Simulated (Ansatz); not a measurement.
MCl2 with several metals: binding per atom (eV) at several levels, gas phase, relaxed structures; Ansatz. Binding counts from free atoms in the multiplicity of their measured ground term, without zero-point energy. Singlets are spin-restricted. A dash marks a value that wasn't run or was left out as unsound. The structures are stationary points that may keep the symmetry of their start. Correlated methods freeze inner cores and use unrestricted references for open shells. Remarks come from the PBE and PBE0 runs and from stability tests at other levels; not every state was tested. HOMO above LUMO (over both spins in singlets and doublets, within one spin in higher multiplets; at PBE or PBE0), or a gap under 0.15 eV within one spin, warns that the state may not be the lowest or that an electron is smeared out.

| species | state | geometry | revPBE-D4/def2-TZVP | r2SCANh-D4/def2-TZVP | RPA@PBE/def2-TZVP | MP2/def2-TZVP | CCSD(T)/def2-TZVPD | CCSD(T)/def2-TZVPP | remarks |
| --- | --- | --- | --- | --- | --- | --- | --- | --- | --- |
| NiCl2 | triplet | PBE-D4/def2-TZVP | 2.54 | 2.65 | 2.03 | 2.54 | 2.46 | 2.47 | – |
| MnCl2 | sextet | PBE-D4/def2-TZVP | 2.83 | 2.86 | 2.23 | 2.71 | 2.58 | 2.58 | – |
| CrCl2 | quintet | PBE-D4/def2-TZVP | 2.51 | 2.48 | 2.25 | 2.39 | 2.46 | 2.44 | gap within one spin near zero |
| CoCl2 | quartet | PBE0-D4/def2-TZVP | 2.61 | 2.72 | 2.30 | 2.63 | – | 2.52 | – |

(1) Estimate the rows for CuCl2 (doublet, r2SCAN-D4/def2-TZVP geometry).

(1) 
| species | state | geometry | revPBE-D4/def2-TZVP | r2SCANh-D4/def2-TZVP | RPA@PBE/def2-TZVP | MP2/def2-TZVP | CCSD(T)/def2-TZVPD | CCSD(T)/def2-TZVPP | remarks |
| --- | --- | --- | --- | --- | --- | --- | --- | --- | --- |
| CuCl2 | doublet | r2SCAN-D4/def2-TZVP | 2.10 | – | 1.83 | 1.69 | 1.94 | 1.89 | HOMO above LUMO, gap within one spin near zero |
